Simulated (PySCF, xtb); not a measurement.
C₆H₁₄, SMILES CCCCCC.

GFN2-xTB (xtb) at its own geometry gives an orbital gap of 13.17 eV and a dipole moment of 0.04 D.

The structure is a stationary point at B3LYP-D3(BJ)/def2-SVP. The values are those of a single conformer.

Problem. What does PBE/def2-TZVP run with PySCF give? (Estimate from the structure and the level; the computed values follow.)

Solution. gap 7.75 eV (levels -7.33 and 0.42 eV), dipole 0.11 D.
